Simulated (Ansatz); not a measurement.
Ansatz (a quantum-chemistry and plane-wave program) input for [(E)-4,4-dimethyl-3-methylidenepent-1-enyl]benzene (C₁₄H₁₈), SMILES C=C(/C=C/c1ccccc1)C(C)(C)C, PBE0-D3(BJ)/def2-SVP. 

Ansatz 0.2 input:
```yaml
crystal:
  periodic: [false, false, false]
  atoms:
    - {symbol: C, position_ang: [-2.21590663, 1.31612356, -1.98599429]}
    - {symbol: C, position_ang: [-1.82323604, 0.55875619, -0.95688514]}
    - {symbol: C, position_ang: [-0.38355361, 0.38366065, -0.80078695]}
    - {symbol: C, position_ang: [0.33516837, 0.04090294, 0.27609565]}
    - {symbol: C, position_ang: [1.78499130, -0.07039895, 0.31429984]}
    - {symbol: C, position_ang: [2.42729023, -0.07224471, 1.55554046]}
    - {symbol: C, position_ang: [3.80141112, -0.17190433, 1.64812274]}
    - {symbol: C, position_ang: [4.56864863, -0.28521904, 0.50050238]}
    - {symbol: C, position_ang: [3.94687028, -0.29944289, -0.73753953]}
    - {symbol: C, position_ang: [2.57315488, -0.19345034, -0.83188916]}
    - {symbol: C, position_ang: [-2.82095776, -0.09591798, -0.00904349]}
    - {symbol: C, position_ang: [-2.84389259, 0.65569459, 1.32966651]}
    - {symbol: C, position_ang: [-4.24670068, -0.05780418, -0.57668361]}
    - {symbol: C, position_ang: [-2.46156619, -1.57375616, 0.19645030]}
    - {symbol: H, position_ang: [-3.24227287, 1.54048237, -2.20603989]}
    - {symbol: H, position_ang: [-1.49366899, 1.76965163, -2.64566559]}
    - {symbol: H, position_ang: [0.16432853, 0.62788770, -1.70304893]}
    - {symbol: H, position_ang: [-0.13953694, -0.13911832, 1.22969272]}
    - {symbol: H, position_ang: [1.83568571, 0.01547553, 2.45663649]}
    - {symbol: H, position_ang: [4.27727340, -0.16492632, 2.61819791]}
    - {symbol: H, position_ang: [5.64318591, -0.36810602, 0.57024397]}
    - {symbol: H, position_ang: [4.53903843, -0.39811374, -1.63612541]}
    - {symbol: H, position_ang: [2.10628821, -0.22449151, -1.80476670]}
    - {symbol: H, position_ang: [-3.61131266, 0.23449109, 1.97633106]}
    - {symbol: H, position_ang: [-3.07280889, 1.70611195, 1.16153002]}
    - {symbol: H, position_ang: [-1.89379022, 0.59838479, 1.84961580]}
    - {symbol: H, position_ang: [-4.90821988, -0.62901415, 0.07156922]}
    - {symbol: H, position_ang: [-4.28179672, -0.49855516, -1.57018943]}
    - {symbol: H, position_ang: [-4.62769133, 0.95905659, -0.62523419]}
    - {symbol: H, position_ang: [-1.46939177, -1.70255820, 0.61420109]}
    - {symbol: H, position_ang: [-2.49615525, -2.09742021, -0.75701083]}
    - {symbol: H, position_ang: [-3.17948218, -2.03923438, 0.86892817]}
basis:
  gaussian:
    orbitals: def2-SVP
hamiltonian:
  xc: pbe0
  dispersion: d3bj
relax: {f_tol: 0.004, max_steps: 200}
```

Program output:

```
[...]
relax step  14: F+E_penalty+E_count = -14783.52939201 eV  Δ(F+E_penalty+E_count) = -6.793e-4 eV  max|allowed force component| = 4.564e-2 eV/Å  Δτ_max = 0.1010 Å  (31 SCF iters, accepted)
these checks for a lower state are left out or cut short: starts, cluster_reference, orbital_swaps, neighbouring_geometries, increment
integrals: 0.80 GiB planned
3337 factors; integrals over basis functions are off by at most 4.2e-4 eV
mean field: 2.77 GiB planned
mean field -14782.64729341 eV, -543.2522679946 hartree, gradient 1.3e-5 eV, S^2 0.000000; 0 other end points of the search recorded, 0 dependent functions left out
the calculation of the forces begins
reference -14782.64733451 eV, -543.2522695050 hartree; 51, 51 occupied and 235, 235 virtual orbitals, 3337 factors
relax step  15: F+E_penalty+E_count = -14783.52976892 eV  Δ(F+E_penalty+E_count) = -3.769e-4 eV  max|allowed force component| = 3.675e-2 eV/Å  Δτ_max = 0.0307 Å  (32 SCF iters, accepted)
these checks for a lower state are left out or cut short: starts, cluster_reference, orbital_swaps, neighbouring_geometries, increment
integrals: 0.80 GiB planned
3337 factors; integrals over basis functions are off by at most 4.2e-4 eV
mean field: 2.77 GiB planned
mean field -14782.64751775 eV, -543.2522762389 hartree, gradient 1.3e-5 eV, S^2 0.000000; 0 other end points of the search recorded, 0 dependent functions left out
the calculation of the forces begins
reference -14782.64755889 eV, -543.2522777506 hartree; 51, 51 occupied and 235, 235 virtual orbitals, 3337 factors
relax step  16: F+E_penalty+E_count = -14783.53011611 eV  Δ(F+E_penalty+E_count) = -3.472e-4 eV  max|allowed force component| = 3.878e-2 eV/Å  Δτ_max = 0.0605 Å  (31 SCF iters, accepted)
these checks for a lower state are left out or cut short: starts, cluster_reference, orbital_swaps, neighbouring_geometries, increment
integrals: 0.80 GiB planned
3337 factors; integrals over basis functions are off by at most 4.2e-4 eV
mean field: 2.77 GiB planned
mean field evaluation 128: about -14782.6479 eV, gradient 4.7e-4 eV
mean field -14782.64789332 eV, -543.2522900410 hartree, gradient 1.3e-5 eV, S^2 0.000000; 0 other end points of the search recorded, 0 dependent functions left out
the calculation of the forces begins
reference -14782.64793447 eV, -543.2522915533 hartree; 51, 51 occupied and 235, 235 virtual orbitals, 3337 factors
relax step  17: F+E_penalty+E_count = -14783.53042173 eV  Δ(F+E_penalty+E_count) = -3.056e-4 eV  max|allowed force component| = 2.838e-2 eV/Å  Δτ_max = 0.0502 Å  (31 SCF iters, accepted)
these checks for a lower state are left out or cut short: starts, cluster_reference, orbital_swaps, neighbouring_geometries, increment
integrals: 0.80 GiB planned
3337 factors; integrals over basis functions are off by at most 4.2e-4 eV
mean field: 2.77 GiB planned
mean field -14782.64789674 eV, -543.2522901667 hartree, gradient 1.3e-5 eV, S^2 0.000000; 0 other end points of the search recorded, 0 dependent functions left out
the calculation of the forces begins
reference -14782.64793790 eV, -543.2522916792 hartree; 51, 51 occupied and 235, 235 virtual orbitals, 3337 factors
relax step  18: F+E_penalty+E_count = -14783.53040260 eV  Δ(F+E_penalty+E_count) = +1.913e-5 eV  max|allowed force component| = 4.158e-2 eV/Å  Δτ_max = 0.0402 Å  (31 SCF iters, rejected (line search))
these checks for a lower state are left out or cut short: starts, cluster_reference, orbital_swaps, neighbouring_geometries, increment
integrals: 0.80 GiB planned
3337 factors; integrals over basis functions are off by at most 4.2e-4 eV
mean field: 2.78 GiB planned
mean field -14782.64805476 eV, -543.2522959736 hartree, gradient 2.6e-5 eV, S^2 0.000000; 0 other end points of the search recorded, 0 dependent functions left out
the calculation of the forces begins
reference -14782.64809591 eV, -543.2522974860 hartree; 51, 51 occupied and 235, 235 virtual orbitals, 3337 factors
relax step  19: F+E_penalty+E_count = -14783.53059344 eV  Δ(F+E_penalty+E_count) = -1.717e-4 eV  max|allowed force component| = 6.389e-3 eV/Å  Δτ_max = 0.0199 Å  (25 SCF iters, accepted)
these checks for a lower state are left out or cut short: starts, cluster_reference, orbital_swaps, neighbouring_geometries, increment
integrals: 0.80 GiB planned
3337 factors; integrals over basis functions are off by at most 4.2e-4 eV
mean field: 2.77 GiB planned
mean field -14782.64813245 eV, -543.2522988289 hartree, gradient 1.3e-5 eV, S^2 0.000000; 0 other end points of the search recorded, 0 dependent functions left out
the calculation of the forces begins
reference -14782.64817361 eV, -543.2523003413 hartree; 51, 51 occupied and 235, 235 virtual orbitals, 3337 factors
relax step  20: F+E_penalty+E_count = -14783.53064791 eV  Δ(F+E_penalty+E_count) = -5.447e-5 eV  max|allowed force component| = 8.897e-3 eV/Å  Δτ_max = 0.0261 Å  (32 SCF iters, accepted)
these checks for a lower state are left out or cut short: starts, cluster_reference, orbital_swaps, neighbouring_geometries, increment
integrals: 0.80 GiB planned
3337 factors; integrals over basis functions are off by at most 4.2e-4 eV
mean field: 2.77 GiB planned
mean field -14782.64817942 eV, -543.2523005549 hartree, gradient 1.3e-5 eV, S^2 0.000000; 0 other end points of the search recorded, 0 dependent functions left out
the calculation of the forces begins
reference -14782.64822058 eV, -543.2523020673 hartree; 51, 51 occupied and 235, 235 virtual orbitals, 3337 factors
relax step  21: F+E_penalty+E_count = -14783.53068018 eV  Δ(F+E_penalty+E_count) = -3.227e-5 eV  max|allowed force component| = 8.478e-3 eV/Å  Δτ_max = 0.0210 Å  (32 SCF iters, accepted)
these checks for a lower state are left out or cut short: starts, cluster_reference, orbital_swaps, neighbouring_geometries, increment
integrals: 0.80 GiB planned
3337 factors; integrals over basis functions are off by at most 4.2e-4 eV
mean field: 2.77 GiB planned
mean field evaluation 160: about -14782.6482 eV, gradient 2.5e-3 eV
mean field -14782.64820832 eV, -543.2523016171 hartree, gradient 9.6e-6 eV, S^2 0.000000; 0 other end points of the search recorded, 0 dependent functions left out
the calculation of the forces begins
reference -14782.64824947 eV, -543.2523031293 hartree; 51, 51 occupied and 235, 235 virtual orbitals, 3337 factors
relax step  22: F+E_penalty+E_count = -14783.53070679 eV  Δ(F+E_penalty+E_count) = -2.661e-5 eV  max|allowed force component| = 5.711e-3 eV/Å  Δτ_max = 0.0173 Å  (25 SCF iters, accepted)
these checks for a lower state are left out or cut short: starts, cluster_reference, orbital_swaps, neighbouring_geometries, increment
integrals: 0.80 GiB planned
3337 factors; integrals over basis functions are off by at most 4.2e-4 eV
mean field: 2.77 GiB planned
mean field -14782.64821388 eV, -543.2523018212 hartree, gradient 2.6e-5 eV, S^2 0.000000; 0 other end points of the search recorded, 0 dependent functions left out
the calculation of the forces begins
reference -14782.64825503 eV, -543.2523033333 hartree; 51, 51 occupied and 235, 235 virtual orbitals, 3337 factors
relax step  23: F+E_penalty+E_count = -14783.53072225 eV  Δ(F+E_penalty+E_count) = -1.546e-5 eV  max|allowed force component| = 3.599e-3 eV/Å  Δτ_max = 0.0093 Å  (25 SCF iters, accepted)
these checks for a lower state are left out or cut short: starts, cluster_reference, orbital_swaps, neighbouring_geometries, increment
integrals: 0.80 GiB planned
3337 factors; integrals over basis functions are off by at most 4.2e-4 eV
mean field: 2.77 GiB planned
mean field -14782.64821135 eV, -543.2523017283 hartree, gradient 2.0e-5 eV, S^2 0.000000; 0 other end points of the search recorded, 0 dependent functions left out
the calculation of the forces begins
reference -14782.64825250 eV, -543.2523032404 hartree; 51, 51 occupied and 235, 235 virtual orbitals, 3337 factors
relax step  24: F+E_penalty+E_count = -14783.53073038 eV  Δ(F+E_penalty+E_count) = -8.130e-6 eV  max|allowed force component| = 2.314e-3 eV/Å  Δτ_max = 0.0046 Å  (25 SCF iters, accepted)
integrals: 0.80 GiB planned
3337 factors; integrals over basis functions are off by at most 4.2e-4 eV
mean field: 2.77 GiB planned
mean field evaluation 192: about -14782.6482 eV, gradient 2.0e-4 eV
mean field -14782.64821135 eV, -543.2523017283 hartree, gradient 2.0e-5 eV, S^2 0.000000; 1 other end points of the search recorded, 0 dependent functions left out
the calculation of the forces begins
reference -14782.64825250 eV, -543.2523032404 hartree; 51, 51 occupied and 235, 235 virtual orbitals, 3337 factors
Total energy: -14783.53077153 eV, -543.2847352166 hartree
Atom 0 at    -2.250406     0.811738    -2.277720 Å, force     0.001784    -0.001096     0.000080 eV/Å
Atom 1 at    -1.838663     0.365767    -1.072359 Å, force    -0.002314    -0.000791     0.001762 eV/Å
Atom 2 at    -0.387052     0.310756    -0.872915 Å, force     0.001198    -0.001155    -0.001044 eV/Å
Atom 3 at     0.339593    -0.079775     0.194124 Å, force     0.000036    -0.000846    -0.000596 eV/Å
Atom 4 at     1.800328    -0.094387     0.287027 Å, force     0.000726     0.001467    -0.001069 eV/Å
Atom 5 at     2.394105    -0.537074     1.481050 Å, force    -0.000733    -0.000942     0.002147 eV/Å
Atom 6 at     3.777222    -0.574596     1.632306 Å, force     0.000375    -0.000014     0.000338 eV/Å
Atom 7 at     4.604963    -0.168166     0.587962 Å, force    -0.000108    -0.000685     0.000231 eV/Å
Atom 8 at     4.032832     0.275022    -0.606401 Å, force     0.000921     0.000724    -0.001394 eV/Å
Atom 9 at     2.652068     0.311895    -0.755824 Å, force    -0.000260    -0.000346    -0.001045 eV/Å
Atom 10 at    -2.833566    -0.055049     0.015071 Å, force     0.001614     0.001150    -0.001780 eV/Å
Atom 11 at    -2.664044     0.833727     1.258067 Å, force    -0.000167     0.001089     0.001783 eV/Å
Atom 12 at    -4.281346     0.103035    -0.457107 Å, force    -0.002224    -0.000314    -0.000406 eV/Å
Atom 13 at    -2.632686    -1.537655     0.369072 Å, force    -0.000143    -0.001133     0.000615 eV/Å
Atom 14 at    -3.300955     0.900554    -2.552391 Å, force    -0.000122    -0.000108    -0.000357 eV/Å
Atom 15 at    -1.520784     1.105596    -3.037013 Å, force    -0.000786     0.000885     0.000202 eV/Å
Atom 16 at     0.169740     0.648520    -1.753768 Å, force    -0.000474     0.001050    -0.000185 eV/Å
Atom 17 at    -0.164049    -0.426598     1.098390 Å, force    -0.000867     0.000912     0.000284 eV/Å
Atom 18 at     1.749903    -0.857434     2.304731 Å, force     0.000880     0.000333    -0.000838 eV/Å
Atom 19 at     4.211043    -0.923680     2.572472 Å, force     0.000021    -0.000040     0.000017 eV/Å
Atom 20 at     5.691147    -0.195576     0.701300 Å, force     0.000093     0.000023     0.000401 eV/Å
Atom 21 at     4.673300     0.596041    -1.431649 Å, force    -0.001069    -0.000320     0.000919 eV/Å
Atom 22 at     2.229278     0.662650    -1.699541 Å, force    -0.000271    -0.000097     0.000929 eV/Å
Atom 23 at    -3.391811     0.540906     2.031377 Å, force     0.000447     0.000140    -0.000744 eV/Å
Atom 24 at    -2.846649     1.888859     1.002897 Å, force     0.000380    -0.000836     0.000018 eV/Å
Atom 25 at    -1.661547     0.771551     1.699345 Å, force    -0.000549    -0.000020    -0.000022 eV/Å
Atom 26 at    -4.965373    -0.206820     0.347547 Å, force     0.000609     0.000043    -0.000594 eV/Å
Atom 27 at    -4.496302    -0.523769    -1.335927 Å, force     0.000359     0.000555     0.000639 eV/Å
Atom 28 at    -4.517554     1.147767    -0.710324 Å, force     0.000236    -0.000515     0.000260 eV/Å
Atom 29 at    -1.629114    -1.757046     0.754197 Å, force    -0.000063     0.000068    -0.000663 eV/Å
Atom 30 at    -2.789873    -2.168804    -0.518998 Å, force    -0.000113     0.000492     0.000452 eV/Å
Atom 31 at    -3.362356    -1.842952     1.135722 Å, force     0.000583     0.000326    -0.000341 eV/Å
Dipole moment:    -0.046814    -0.010332     0.025651 e Å
```

The calculation finished and met its thresholds.
